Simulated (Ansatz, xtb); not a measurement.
Diatomic OsBr, multiplicity 6 (lowest of 2S+1 = 2, 4, 6 at CCSD(T)/def2-TZVPP on PBE0 minima; our sources give no spin for the ground state, which may be another). No spin–orbit coupling. Br is treated without relativity.

The constants come from a fifth-degree fit in 1/R (seven points, main isotopes). In def2 and cc sets the state is the lowest found near the PBE0 minimum, followed along R.

The values were computed with Ansatz (a first-principles code) with Gaussian orbitals; xtb for the GFN methods. Values without a source in brackets are computed. In def2 rows elements past Kr take small-core potentials, without spin–orbit coupling. The GFN methods have no spin term and hold the electronic entropy of 300 K.

| level | r_e (Å) | ω_e (cm⁻¹) | B_e (cm⁻¹) | α_e (cm⁻¹) | dipole (D) |
|---|---|---|---|---|---|
| GFN1-xTB | 2.445 | 246 | 0.0504 | 0.00024 | - |
| GFN2-xTB | 2.470 | 167 | 0.0494 | 0.00026 | - |
| SVWN5/def2-TZVPP | 2.384 | 247 | 0.0530 | 0.00018 | 0.37 |
| PBE/def2-TZVPP | 2.459 | 222 | 0.0498 | 0.00017 | 1.24 |
| r2SCAN/def2-TZVPP | 2.447 | 231 | 0.0503 | 0.00016 | 1.56 |
| B97M-V/def2-TZVPP | 2.481 | 217 | 0.0490 | 0.00016 | 1.91 |
| B3LYP/def2-TZVPP | 2.485 | 217 | 0.0488 | 0.00016 | 1.86 |
| PBE0/def2-TZVPP | 2.452 | 229 | 0.0501 | 0.00016 | 1.83 |
| BHLYP/def2-TZVPP | 2.487 | 221 | 0.0487 | 0.00015 | 2.52 |
| CAM-B3LYP/def2-TZVPP | 2.438 | 233 | 0.0507 | 0.00017 | 1.64 |
| wB97X-V/def2-TZVPP | 2.449 | 233 | 0.0503 | 0.00015 | 1.94 |
| wB97M-V/def2-TZVPP | 2.432 | 237 | 0.0510 | 0.00016 | 1.68 |
| B2PLYP/def2-TZVPP | 2.463 | 227 | 0.0497 | 0.00016 | - |
| CCSD/def2-TZVPP | 2.429 | 241 | 0.0511 | 0.00016 | - |
| CCSD(T)/def2-TZVPP | 2.420 | 244 | 0.0515 | 0.00016 | - |

Correlated levels freeze the inner cores; with def2 sets outer-core shells near the valence are correlated too.
